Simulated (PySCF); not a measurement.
Several molecules and their computed UV-vis stick spectra, shuffled. Method used: TDDFT CAM-B3LYP/def2-SVPD, vertical, gas phase, core orbitals frozen in the response (PySCF). Geometries: GFN2-xTB; one conformer of each isolated species. Triplets are in the Tamm–Dancoff approximation.

A. `COc1cpccp1`
B. `COc1cpcpc1`
C. `CC#CC1SCCS1`
D. `C#C[C@H]1C=CC1`

Lowest singlet levels (six at most, fewer where fewer were computed) with oscillator strengths:

1. 190 nm (f 0.000); 186 nm (f 0.024); 183 nm (f 0.004); 173 nm (f 0.066); 172 nm (f 0.008); 169 nm (f 0.036); T1 4.38 eV
2. 296 nm (f 0.007); 294 nm (f 0.018); 264 nm (f 0.000); 261 nm (f 0.025); 230 nm (f 0.373); 225 nm (f 0.294); T1 2.95 eV
3. 306 nm (f 0.061); 276 nm (f 0.086); 266 nm (f 0.021); 252 nm (f 0.000); 235 nm (f 0.297); 223 nm (f 0.000); T1 2.50 eV
4. 260 nm (f 0.001); 244 nm (f 0.008); 216 nm (f 0.019); 208 nm (f 0.002); 205 nm (f 0.003); 199 nm (f 0.030); T1 4.30 eV

Question: Which spectrum belongs to which structure?

Answer: 1 = D, 2 = B, 3 = A, 4 = C.
- A: S1 at 4.05 eV, HOMO→LUMO (62%), HOMO-1→LUMO (20%), HOMO→LUMO+1 (12%); Löwdin shares by element: HOMO phosphorus 45%, carbon 28% or more (atoms not listed hold the other 27%); LUMO phosphorus 55%, carbon 23% or more (atoms not listed hold the other 22%); HOMO -7.83 and LUMO -1.19 eV; point group Cs, 2 of its 6 listed states under f = 0.0005.
- B: S1 at 4.18 eV, HOMO→LUMO (52%), HOMO-1→LUMO+1 (19%), HOMO-1→LUMO (17%); Löwdin shares by element: HOMO carbon 42% or more, phosphorus 16% or more, oxygen 15% (atoms not listed hold the other 27%); LUMO phosphorus 44%, carbon 35% or more (atoms not listed hold the other 22%); HOMO -8.24 and LUMO -0.96 eV; point group Cs, 1 of its 6 listed states under f = 0.0005.
- C: S1 at 4.77 eV, HOMO→LUMO (71%); Löwdin shares by element: HOMO sulfur 67%, carbon 15% or more (atoms not listed hold the other 18%); LUMO sulfur 66%, carbon 14% or more (atoms not listed hold the other 20%); HOMO -7.63 and LUMO 0.73 eV.
- D: S1 at 6.52 eV, HOMO-1→LUMO+2 (20%), HOMO-1→LUMO+6 (20%), HOMO-1→LUMO (9%); Löwdin shares by element: HOMO carbon 77% or more (atoms not listed hold the other 23%); LUMO carbon 60% or more, hydrogen 12% or more (atoms not listed hold the other 28%); HOMO -8.73 and LUMO 1.27 eV.
A and B have S1 within 0.14 eV of each other; their strongest listed levels stand at 5.27 eV (f 0.297) and 5.39 eV (f 0.373).
